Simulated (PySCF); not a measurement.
BFH$_{5}$Si$_{2}$, C$_{2}$H$_{7}$B$_{2}$, AlH$_{2}$NOSi (calculated)

Calculation on a computer-drawn molecule: optimised geometry and harmonic frequencies of an isolated molecule of the commonest isotopes, restricted reference for singlets and unrestricted otherwise, frozen core in MP2. Program: PySCF 2.14.0.

Common to all runs: multiplicity 1; method HF.

```json
{"entry": 1, "formula": "BFH5Si2", "start_structure": {"atoms_angstrom": [["F", -0.1703, -3.652, 0.2454], ["Si", 0.8285, -2.6057, -0.451], ["B", 0.5257, -0.9037, 0.3309], ["Si", 1.4822, -0.2424, 2.0128], ["H", 1.4528, -3.4724, -1.4584], ["H", -0.2262, -0.02, -0.1721], ["H", 2.5735, 0.5112, 1.3751], ["H", 0.6563, 0.6743, 2.7815], ["H", 1.9669, -1.3623, 2.7887]]}, "given": {"charge": 1, "basis": "cc-pV(D+d)Z", "drawn_bonds_atom": [1, 2, 3, 2, 3, 4, 4, 4], "drawn_bonds_other_atom": [2, 3, 4, 5, 6, 7, 8, 9], "drawn_bonds_order": [1, 1, 1, 1, 1, 1, 1, 1]}, "results": {"optimised_atom_element": ["F", "Si", "B", "Si", "H", "H", "H", "H", "H"], "optimised_atom_x [angstrom]": [-0.4923, 0.6033, 0.6051, 1.577, 1.516, -0.01662, 2.502, 0.498, 2.297], "optimised_atom_y [angstrom]": [-3.695, -2.73, -0.8236, -0.19, -3.437, -0.06687, 0.8623, 0.3213, -1.315], "optimised_atom_z [angstrom]": [0.1948, -0.3775, 0.2843, 1.998, -1.275, -0.3986, 1.538, 2.863, 2.625], "modes_frequency [cm^-1]": [32.46, 70.19, 130.8, 208.9, 436.0, 483.3, 496.0, 678.5, 715.8, 732.9, 875.0, 940.4, 962.4, 1002, 1018, 1020, 2344, 2355, 2360, 2439, 2767], "modes_reduced_mass [dalton]": [1.153, 4.351, 2.937, 3.659, 2.913, 1.096, 1.173, 2.273, 1.885, 1.827, 1.179, 1.347, 1.135, 1.06, 7.204, 1.039, 1.015, 1.052, 1.053, 1.045, 1.091], "rotational_constants [GHz]": [11.51, 1.583, 1.506], "total_energy [hartree]": -704.6304, "convergence_status_largest_gradient_component [hartree/bohr]": 1.818e-05}}
{"entry": 2, "formula": "C2H7B2", "start_structure": {"atoms_angstrom": [["B", -3.8158, -2.7206, 2.4028], ["B", -2.4245, -2.5235, 1.6809], ["C", -1.0222, -2.3126, 1.0817], ["C", -0.526, -0.8967, 0.695], ["H", -4.1469, -3.7008, 2.6825], ["H", -4.5049, -1.8083, 2.6187], ["H", -0.946, -2.9326, 0.1595], ["H", -0.2443, -2.807, 1.714], ["H", 0.4573, -0.9921, 0.2593], ["H", -0.4385, -0.2907, 1.5248], ["H", -1.1515, -0.4459, 0.0314]]}, "given": {"charge": 1, "basis": "cc-pVDZ", "drawn_bonds_atom": [1, 2, 3, 1, 1, 3, 3, 4, 4, 4], "drawn_bonds_other_atom": [2, 3, 4, 5, 6, 7, 8, 9, 10, 11], "drawn_bonds_order": [1, 1, 1, 1, 1, 1, 1, 1, 1, 1]}, "results": {"rotational_constants [GHz]": null, "total_energy [hartree]": null}}
{"entry": 3, "formula": "AlH2NOSi", "start_structure": {"atoms_angstrom": [["O", 1.6587, 2.6092, -1.517], ["Al", 1.0078, 1.2963, -0.6332], ["N", 0.9717, -0.3642, -0.0759], ["Si", -0.2564, -0.9686, 0.8705], ["H", 2.0387, 3.2759, -1.996], ["H", 0.3808, -2.3125, 1.0162]]}, "given": {"charge": 0, "basis": "cc-pV(D+d)Z", "drawn_bonds_atom": [1, 2, 3, 1, 4], "drawn_bonds_other_atom": [2, 3, 4, 5, 6], "drawn_bonds_order": [1, 2, 1, 1, 1]}, "results": {"rotational_constants [GHz]": null, "total_energy [hartree]": null}}
```

**Q.** Give the missing rotational constants for C$_{2}$H$_{7}$B$_{2}$ (entry 2).
**A.** 24.85, 3.429, 3.131 GHz

**Q.** Give the missing total energy for C$_{2}$H$_{7}$B$_{2}$ (entry 2).
**A.** -128.8656 hartree

**Q.** Give the missing rotational constants for AlH$_{2}$NOSi (entry 3).
**A.** 194.7, 1.623, 1.609 GHz

**Q.** Give the missing total energy for AlH$_{2}$NOSi (entry 3).
**A.** -661.3268 hartree

Further results for C$_{2}$H$_{7}$B$_{2}$ (entry 2):

- convergence status largest gradient component: 3.405e-05 hartree/bohr

Optimised structure:
```xyz
11
C2H7B2
B     -3.8536    -2.7003     2.4161
B     -2.3052    -2.4892     1.6805
C     -0.9652    -2.3405     1.0465
C     -0.5128    -0.8959     0.6960
H     -4.1872    -3.8043     2.7037
H     -4.5194    -1.7336     2.6035
H     -0.9918    -2.9844     0.1511
H     -0.2572    -2.8305     1.7360
H      0.4744    -0.9453     0.2428
H     -0.4507    -0.2755     1.5887
H     -1.1946    -0.4313    -0.0146
```

Modes:
```tsv
frequency (cm⁻¹)	reduced mass (dalton)
33.77	1.041
122.9	2.626
156.7	1.267
296	1.748
383.1	2.258
613	3.269
641.4	1.513
799.9	1.838
938.3	1.175
984.2	2.717
1021	1.312
1057	1.423
1199	1.734
1236	1.242
1305	1.262
1426	1.586
1479	1.449
1526	1.199
1595	1.065
1601	1.037
2750	1.047
2870	1.132
3107	1.059
3146	1.093
3214	1.034
3307	1.107
3318	1.106
```

Further results for AlH$_{2}$NOSi (entry 3):

- convergence status largest gradient component: 1.244e-06 hartree/bohr

Optimised structure:
```xyz
6
AlH2NOSi
O      1.5688     2.6767    -1.5032
Al     1.0404     1.3334    -0.7094
N      0.4736     0.0324     0.0893
Si    -0.2962    -1.1782     0.9645
H      2.2874     2.9994    -2.0167
H      0.7273    -2.3275     0.8402
```

Modes:
```tsv
frequency (cm⁻¹)	reduced mass (dalton)
74.04	4.279
82.84	6.716
140.7	1.115
184	5.539
240.5	16.86
359.6	1.408
531.3	7.453
913.4	1.135
978.7	8.593
1387	14.45
1970	1.045
4263	1.07
```
